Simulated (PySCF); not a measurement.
AlBH₄NSi, BFH₅Si₂, CH₆BSi, BH₄Si (calculated)

Computed with PySCF 2.14.0. Calculation on a computer-drawn molecule: the log of a Hartree-Fock and frozen-core CCSD(T) single point meant for a local Hartree-Fock minimum, with one planted fault or none, to be diagnosed. Offsets are logged minus clean, where the clean run is the same molecule without the fault. The reference is restricted for singlets and unrestricted otherwise, and also for a bond in bohr or an excited solution. Adding or removing an electron swaps singlet and doublet. The excited solution moves the top pair (singlet) or top alpha electron (doublet) to the lowest empty orbital. Highest occupied and lowest empty are orbital energies over both spins, largest force is the largest gradient component, triples share is (T) over the correlation energy, the T1 limit is 0.02 restricted and 0.045 unrestricted, electrons count all cores, a negative frequency is imaginary (commonest isotopes), and the dipole is about the centre of nuclear charge.

Common to all runs: logged SCF converged yes; logged CC converged yes; logged SCF stable within its kind yes; possible faults no fault, one electron removed, one electron added, multiplicity raised by two, geometry at a saddle point, SCF held on an excited solution, minimal basis STO-3G, one bond length entered in bohr, all coordinates scaled.

```yaml
- entry: 1
  formula: AlBH4NSi
  logged_structure:
    atoms_angstrom:
      - [B, -0.7003, 0.3963, -0.8244]
      - [Si, -0.0341, -1.4987, -1.0979]
      - ["N", 1.1942, -2.1168, -0.2768]
      - [Al, 2.452, -2.8541, 0.517]
      - [H, -1.5455, 0.6106, -0.011]
      - [H, -0.2351, 1.2823, -1.4727]
      - [H, -0.7211, -2.331, -2.1003]
      - [H, 3.622, -3.5171, 1.2661]
  given:
    meant_charge: 1
    meant_multiplicity: 1
    meant_basis: "cc-pV(D+d)Z"
    logged_electrons: 42
    logged_basis_functions: 94
    logged_spin_squared: 2.0253
    "logged_highest_occupied [eV]": -11.785
    "logged_lowest_empty [eV]": -6.3651
    "logged_largest_force [hartree/bohr]": 0.040226
    logged_T1_diagnostic: 0.030976
    logged_D1_diagnostic: 0.14318
    logged_triples_share: 0.037723
    "logged_dipole_magnitude [debye]": 5.8455
    "logged_energy_HF [hartree]": -611.9247
    "logged_energy_CCSD(T) [hartree]": -612.3526
    drawn_bonds_atom: [1, 2, 3, 1, 1, 2, 4]
    drawn_bonds_other_atom: [2, 3, 4, 5, 6, 7, 8]
    drawn_bonds_order: [1, 1, 2, 1, 1, 1, 1]
  results:
    planted_fault: "multiplicity raised by two"
    "HF_energy_offset_from_clean_run [kcal/mol]": 85.4
    "CCSD(T)_energy_offset_from_clean_run [kcal/mol]": 83.23
- entry: 2
  formula: BFH5Si2
  logged_structure:
    atoms_angstrom:
      - [B, 0.0253, -2.0215, 0.1099]
      - [Si, 0.9307, -0.2085, 0.0193]
      - [Si, 1.1792, 1.3058, 1.8847]
      - [F, 0.4708, 0.4798, 3.058]
      - [H, 0.688, -2.9735, 0.3797]
      - [H, -1.1455, -2.0816, -0.0995]
      - [H, 1.9487, 0.5523, -2.4609]
      - [H, 0.4369, 2.5221, 1.5531]
      - [H, 2.6142, 1.4634, 2.1223]
  given:
    meant_charge: 1
    meant_multiplicity: 1
    meant_basis: "cc-pV(D+d)Z"
    logged_electrons: 46
    logged_basis_functions: 99
    logged_spin_squared: 0.881
    "logged_highest_occupied [eV]": -15.586
    "logged_lowest_empty [eV]": -5.9329
    "logged_largest_force [hartree/bohr]": 0.0082144
    logged_T1_diagnostic: 0.034126
    logged_D1_diagnostic: 0.15243
    logged_triples_share: 0.026945
    "logged_dipole_magnitude [debye]": 4.743
    "logged_energy_HF [hartree]": -704.53999
    "logged_energy_CCSD(T) [hartree]": -705.02542
    drawn_bonds_atom: [1, 2, 3, 1, 1, 2, 3, 3]
    drawn_bonds_other_atom: [2, 3, 4, 5, 6, 7, 8, 9]
    drawn_bonds_order: [1, 1, 1, 1, 1, 1, 1, 1]
  results:
    planted_fault: "one bond length entered in bohr, row 6 of the drawn bonds"
    "HF_energy_offset_from_clean_run [kcal/mol]": 64.35
    "CCSD(T)_energy_offset_from_clean_run [kcal/mol]": 72.46
- entry: 3
  formula: CH6BSi
  logged_structure:
    atoms_angstrom:
      - [B, -0.5801, -0.7161, -0.1772]
      - [Si, 1.0807, -1.3843, -0.3391]
      - [C, 1.7531, -2.8678, 0.5129]
      - [H, -0.9016, 0.2302, -0.7641]
      - [H, -1.3654, -1.2155, 0.5164]
      - [H, 2.1153, -0.8414, -1.1661]
      - [H, 2.5726, -2.6401, 1.122]
      - [H, 2.0574, -3.6095, -0.1591]
      - [H, 1.01, -3.2789, 1.1228]
  given:
    meant_charge: -1
    meant_multiplicity: 1
    meant_basis: "aug-cc-pV(D+d)Z"
    logged_electrons: 32
    logged_basis_functions: 132
    logged_spin_squared: 0.0
    "logged_highest_occupied [eV]": -1.0867
    "logged_lowest_empty [eV]": 3.6181
    "logged_largest_force [hartree/bohr]": 0.029913
    logged_T1_diagnostic: 0.01464
    logged_D1_diagnostic: 0.045477
    logged_triples_share: 0.03657
    "logged_dipole_magnitude [debye]": 5.1684
    "logged_energy_HF [hartree]": -354.92251
    "logged_energy_CCSD(T) [hartree]": -355.36069
    drawn_bonds_atom: [1, 2, 1, 1, 2, 3, 3, 3]
    drawn_bonds_other_atom: [2, 3, 4, 5, 6, 7, 8, 9]
    drawn_bonds_order: [1, 1, 1, 1, 1, 1, 1, 1]
  results:
    planted_fault: "all coordinates scaled, by -4.4 %"
    "HF_energy_offset_from_clean_run [kcal/mol]": 9.508
    "CCSD(T)_energy_offset_from_clean_run [kcal/mol]": 12.78
- entry: 4
  formula: CH6BSi
  logged_structure:
    atoms_angstrom:
      - [B, -0.6068, -0.749, -0.1854]
      - [Si, 1.1305, -1.448, -0.3547]
      - [C, 1.8338, -2.9998, 0.5365]
      - [H, -0.9431, 0.2408, -0.7993]
      - [H, -1.4283, -1.2715, 0.5402]
      - [H, 2.2127, -0.8801, -1.2198]
      - [H, 2.691, -2.7616, 1.1737]
      - [H, 2.1521, -3.7756, -0.1664]
      - [H, 1.0565, -3.4298, 1.1745]
  given:
    meant_charge: -1
    meant_multiplicity: 1
    meant_basis: "aug-cc-pV(D+d)Z"
    logged_electrons: 31
    logged_basis_functions: 132
    logged_spin_squared: 0.762
    "logged_highest_occupied [eV]": -8.197
    "logged_lowest_empty [eV]": 0.35078
    "logged_largest_force [hartree/bohr]": 0.035471
    logged_T1_diagnostic: 0.013121
    logged_D1_diagnostic: 0.041599
    logged_triples_share: 0.030644
    "logged_dipole_magnitude [debye]": 1.7333
    "logged_energy_HF [hartree]": -354.92914
    "logged_energy_CCSD(T) [hartree]": -355.32588
    drawn_bonds_atom: [1, 2, 1, 1, 2, 3, 3, 3]
    drawn_bonds_other_atom: [2, 3, 4, 5, 6, 7, 8, 9]
    drawn_bonds_order: [1, 1, 1, 1, 1, 1, 1, 1]
  results:
    planted_fault: "one electron removed"
    "HF_energy_offset_from_clean_run [kcal/mol]": 5.347
    "CCSD(T)_energy_offset_from_clean_run [kcal/mol]": 34.63
- entry: 5
  formula: BH4Si
  logged_structure:
    atoms_angstrom:
      - [B, 0.4462, 1.5611, -0.7666]
      - [Si, -0.5326, 1.3831, -2.4426]
      - [H, 1.0906, 2.5478, -0.5507]
      - [H, 0.404, 0.6841, 0.0484]
      - [H, -0.5437, 2.405, -3.5076]
      - [H, -1.3536, 0.2101, -2.8014]
  given:
    meant_charge: 0
    meant_multiplicity: 2
    meant_basis: "cc-pV(D+d)Z"
    logged_electrons: 24
    logged_basis_functions: 57
    logged_spin_squared: 0.0
    "logged_highest_occupied [eV]": -0.79052
    "logged_lowest_empty [eV]": 8.2586
    "logged_largest_force [hartree/bohr]": 0.033755
    logged_T1_diagnostic: 0.019537
    logged_D1_diagnostic: 0.060596
    logged_triples_share: 0.035951
    "logged_dipole_magnitude [debye]": 1.4026
    "logged_energy_HF [hartree]": -315.8846
    "logged_energy_CCSD(T) [hartree]": -316.14669
    drawn_bonds_atom: [1, 1, 1, 2, 2]
    drawn_bonds_other_atom: [2, 3, 4, 5, 6]
    drawn_bonds_order: [1, 1, 1, 1, 1]
  results:
    planted_fault: "one electron added"
    "HF_energy_offset_from_clean_run [kcal/mol]": -2.32
    "CCSD(T)_energy_offset_from_clean_run [kcal/mol]": -28.49
```
